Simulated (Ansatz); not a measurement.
`C=CB[SeH]`. The species carries charge 0 and has multiplicity 1. The structure was optimised at the PBE0-D4/def2-TZVP level. It is one conformer, not always the lowest.

```xyz
9

C     0.117    1.583   -0.375
C    -0.351    0.363   -0.095
B     0.604   -0.800    0.203
Se    0.034   -2.582    0.618
H     1.185    1.779   -0.397
H    -0.534    2.425   -0.590
H    -1.431    0.220   -0.086
H     1.790   -0.652    0.194
H    -1.414   -2.338    0.529
```

(1) What is the dipole moment at B3LYP/def2-TZVPP? (An estimate is asked.)

(2) And with PBE, r2SCAN, ωB97M-V? (Estimate.)

(3) Give the Mulliken charges with B3LYP, PBE, ωB97M-V in def2-TZVPP. (Estimate.)

## Answers

(1) Ansatz gave: 1.41 D, with components (-0.81, 1.12, -0.28) D in this frame, pointing from negative to positive charge.

(2) Computed: PBE 1.32 D, r2SCAN 1.47 D, ωB97M-V 1.51 D.

(3) Computed: 
| atom | B3LYP | PBE | ωB97M-V |
| --- | --- | --- | --- |
| C1 | -0.14 | -0.12 | -0.15 |
| C2 | -0.16 | -0.13 | -0.15 |
| B3 | -0.02 | -0.05 | -0.07 |
| Se4 | -0.02 | 0.00 | -0.05 |
| H5 | 0.11 | 0.10 | 0.11 |
| H6 | 0.11 | 0.10 | 0.12 |
| H7 | 0.08 | 0.07 | 0.08 |
| H8 | 0.02 | 0.01 | 0.07 |
| H9 | 0.03 | 0.04 | 0.05 |

B3LYP here is the variant with VWN-RPA as its local correlation; programs differ in this.
